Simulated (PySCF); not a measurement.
PySCF job for Si(F)2(NCO)(OH) (CHF2NO2Si), SMILES O=C=N[Si](F)(O)F, SMD-PBE0/6-31G*. Geometry: PBE-D3(BJ)/def2-SVP. The structure was generated by enumeration, and PubChem lists no compound with its InChIKey, so it may never have been made. One conformer was computed; it need not be the lowest.

```python
import numpy as np
from pyscf import gto, scf, dft
from pyscf.solvent import smd

mol = gto.M(
    atom='''
    O     0.02244527   -3.33052073    0.00000000
    C     0.01065225   -2.15314416    0.00000000
    N    -0.00522631   -0.94310984   -0.00000000
    Si    0.00276451    0.74842887    0.00000000
    O     1.56476432    1.25542997    0.00000004
    F    -0.80420731    1.30144967    1.28946591
    F    -0.80420723    1.30144967   -1.28946595
    H     1.71202165    2.21726162    0.00000005
    ''',
    basis='6-31G*',
    charge=0,
    spin=0,
    max_memory=1600,
    verbose=3,
)
mf = dft.RKS(mol, xc='pbe0').density_fit(auxbasis='def2-universal-jkfit')
mf.grids.level = 3
mf.conv_tol = 1e-9
mf.max_cycle = 100
mf.kernel()
res = {}
for name in ['water', 'chloroform', 'diethylether']:
    s = mf.SMD()
    s.with_solvent.solvent, s.with_solvent.sasa_ng = name, 302
    s.kernel(mf.make_rdm1())
    res[name] = (s.e_tot, s.with_solvent.get_cds(), s.dip_moment(), s.mo_energy, s.converged)
    print(f'SMD {name}: dG(solv) = {(s.e_tot - mf.e_tot) * 627.509474:.3f} kcal/mol, of which CDS {res[name][1] * 627.509474:.3f}')
```

Output:

```
converged SCF energy = -732.706306247415
converged SCF energy = -732.709350026732
Dipole moment(X, Y, Z, Debye):  1.12811,  2.55672,  0.00000
SMD water: dG(solv) = -1.910 kcal/mol, of which CDS 6.652
converged SCF energy = -732.711360847104
Dipole moment(X, Y, Z, Debye):  1.12737,  2.25008,  0.00000
SMD chloroform: dG(solv) = -3.172 kcal/mol, of which CDS 1.484
converged SCF energy = -732.712930244502
Dipole moment(X, Y, Z, Debye):  1.10853,  2.16216,  0.00000
SMD diethylether: dG(solv) = -4.157 kcal/mol, of which CDS -0.922
```

The calculation finished and met its thresholds.
